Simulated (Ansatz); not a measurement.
The inner images of a band of ClGe$_{2}$H$_{5}$ (8 atoms, charge 0, multiplicity 1) are given out of order.

Level of theory: Ansatz 0.2.0, RKS BHLYP-D4/def2-SVP.

First end point:

```xyz
8
Properties=species:S:1:pos:R:3
Ge 0.426 0.073 -0.006
Ge 1.100 -0.017 2.323
H -0.129 -0.305 3.186
H 2.128 -1.134 2.504
H 1.720 1.319 2.746
H 1.602 0.150 -0.982
H -0.580 1.183 -0.313
Cl -0.585 -1.816 -0.395
```

Last end point:

```xyz
8
Properties=species:S:1:pos:R:3
Ge -0.355 0.295 -0.770
Ge 1.146 0.146 2.239
H 0.042 -0.422 3.121
H 2.052 -0.928 1.663
H 1.944 1.230 2.965
H 0.417 0.887 1.065
H 1.161 0.030 -1.162
Cl -0.724 -1.785 -0.058
```

Task: Put them in order from the first end to the last, with their energies above the first end.
A.
```xyz
8
Properties=species:S:1:pos:R:3
Ge -0.782 0.355 -0.415
Ge 1.339 0.057 2.289
H 0.073 -0.386 3.010
H 2.323 -1.092 2.107
H 1.986 1.250 2.991
H 0.942 0.565 0.878
H 0.409 0.563 -1.445
Cl -0.607 -1.858 -0.355
```
B.
```xyz
8
Properties=species:S:1:pos:R:3
Ge -0.882 0.362 -0.177
Ge 1.427 -0.005 2.273
H 0.191 -0.455 3.043
H 2.508 -1.079 2.275
H 1.945 1.331 2.798
H 1.049 0.241 0.792
H 0.163 0.848 -1.269
Cl -0.720 -1.790 -0.672
```
C.
```xyz
8
Properties=species:S:1:pos:R:3
Ge -0.579 0.325 -0.642
Ge 1.227 0.111 2.281
H 0.000 -0.361 3.048
H 2.147 -1.035 1.887
H 1.977 1.202 3.047
H 0.711 0.796 0.980
H 0.804 0.256 -1.418
Cl -0.605 -1.840 -0.120
```
D.
```xyz
8
Properties=species:S:1:pos:R:3
Ge 0.305 0.043 0.051
Ge 1.029 -0.025 2.355
H 0.057 -0.429 3.457
H 2.196 -1.015 2.294
H 1.594 1.378 2.611
H 1.690 0.015 -0.587
H -0.464 1.237 -0.510
Cl -0.726 -1.751 -0.610
```
E.
```xyz
8
Properties=species:S:1:pos:R:3
Ge -0.767 0.281 0.124
Ge 1.374 -0.041 2.198
H 0.231 -0.471 3.114
H 2.497 -1.062 2.265
H 1.776 1.397 2.498
H 1.166 -0.002 0.629
H 0.068 1.081 -0.958
Cl -0.664 -1.730 -0.807
```
F.
```xyz
8
Properties=species:S:1:pos:R:3
Ge -0.377 0.165 0.250
Ge 1.173 -0.036 2.218
H 0.228 -0.468 3.345
H 2.317 -1.049 2.150
H 1.652 1.399 2.407
H 1.337 0.034 0.329
H -0.004 1.168 -0.861
Cl -0.644 -1.760 -0.775
```
G.
```xyz
8
Properties=species:S:1:pos:R:3
Ge 0.040 0.069 0.157
Ge 1.045 -0.032 2.339
H 0.188 -0.462 3.508
H 2.220 -1.008 2.149
H 1.610 1.389 2.460
H 1.552 0.016 -0.060
H -0.272 1.243 -0.752
Cl -0.700 -1.760 -0.738
```

Result: D (+3.4 kcal/mol), G (+22.5 kcal/mol), F (+48.7 kcal/mol), E (+34.2 kcal/mol), B (+29.9 kcal/mol), A (+28.8 kcal/mol), C (+27.9 kcal/mol).

Time of the run: 7.5 min on 2 threads of Arm Neoverse V1, with other jobs on the host, peak memory 0.28 GiB.
